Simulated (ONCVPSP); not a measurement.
What one change does to a pseudopotential (lead, ONCV)

ONCVPSP 4.0.1 input, shortened (lines: element, Z, core and valence counts, functional; n l f; lmax; l rc ep ncon nbas qcut; lloc lpopt rc5 dvloc0; l nproj debl; icmod fcfact rcfact), PBEsol, scalar-relativistic:

```
  Pb 82.00   12    3  -116133      upf
    1    0    2.00
    2    0    2.00
    2    1    6.00
    3    0    2.00
    3    1    6.00
    3    2   10.00
    4    0    2.00
    4    1    6.00
    4    2   10.00
    4    3   14.00
    5    0    2.00
    5    1    6.00
    5    2   10.00
    6    0    2.00
    6    1    2.00
    2
    0    1.70    0.00    4    7    3.90
    1    2.40    0.00    4    7    3.00
    2    1.60    0.00    5    9   11.80
    4    1    1.05    2.00
    0    3    3.40
    1    3    0.30
    2    2    3.60
    3    4.25    1.45
```

All-electron outer shells of the reference configuration (PBEsol, scalar-relativistic, ld1.x):

```json
{"shell": "4f", "level (eV)": "-132.94", "outermost node (bohr)": "–", "outermost maximum (bohr)": "0.35"}
{"shell": "5p", "level (eV)": "-85.81", "outermost node (bohr)": "0.49", "outermost maximum (bohr)": "0.88"}
{"shell": "5d", "level (eV)": "-21.16", "outermost node (bohr)": "0.52", "outermost maximum (bohr)": "1.07"}
{"shell": "6s", "level (eV)": "-12.10", "outermost node (bohr)": "1.01", "outermost maximum (bohr)": "1.95"}
{"shell": "6p", "level (eV)": "-3.52", "outermost node (bohr)": "1.18", "outermost maximum (bohr)": "2.63"}
```

Change: d: qcut 15.4.

Cutoffs: the cutoffs (Ha) at which the residual kinetic energy of the hardest occupied pseudo-wave falls to 1 and 0.1 mHa per electron; they do not see the model core or the augmentation charge, which bear on the density cutoff. Errors are all-electron minus pseudo energies relative to the spin-unpolarised reference configuration.

Task: What does the change do?

Result: The potential gets harder (34 Ha and 48 Ha → 59 Ha and 77 Ha); both files keep a bound ghost (p, s); the lowest positive-energy flag moves from none to d at 37.2 eV; the errors of the 4 common tests hardly move; the range in which the d phases agree narrows (upper end at the end of the scan → 1.3). The waves are optimised to have the least kinetic energy above qcut, so the cutoff follows it (qcut²/2 in Ha).

| quantity | base | changed |
| --- | --- | --- |
| cutoff, loose | 34 Ha | 59 Ha |
| cutoff, tight | 48 Ha | 77 Ha |
| loose cutoff by channel | s 34 Ha, p 5.1 Ha, d 34 Ha | s 34 Ha, p 5.1 Ha, d 59 Ha |
| bound ghosts | s, p | s, p |
| GHOST(+) flags under 300 eV | none | d at 37.2 eV |
| error for 5d10 6s2 6p1, meV [ΔE 6.60 eV] | -4.2 | -4.2 |
| error for 5d10 6s2 6p0, meV [ΔE 20.05 eV] | -16 | -16 |
| error for 5d10 6s1 6p0, meV [ΔE 52.53 eV] | -39 | -38 |
| error for 5d10 6s0 6p4, meV [ΔE 17.91 eV] | -21 | -21 |
| s: phases at 1.72 bohr within 0.05 rad from the reference energy up to (Ha; the scan ends near 5) | to the end of the scan | to the end of the scan |
| p: phases at 2.43 bohr within 0.05 rad from the reference energy up to (Ha; the scan ends near 5) | to the end of the scan | to the end of the scan |
| d: phases at 1.62 bohr within 0.05 rad from the reference energy up to (Ha; the scan ends near 5) | to the end of the scan | 1.3 |
| rms error of d²Exc/dni dnj with the model core, mHa | 0.43 | 0.41 |

 A true bound ghost makes a file unfit for plane-wave use even where its test errors are small: the radial tests pick states by their node count and pass the ghost by.
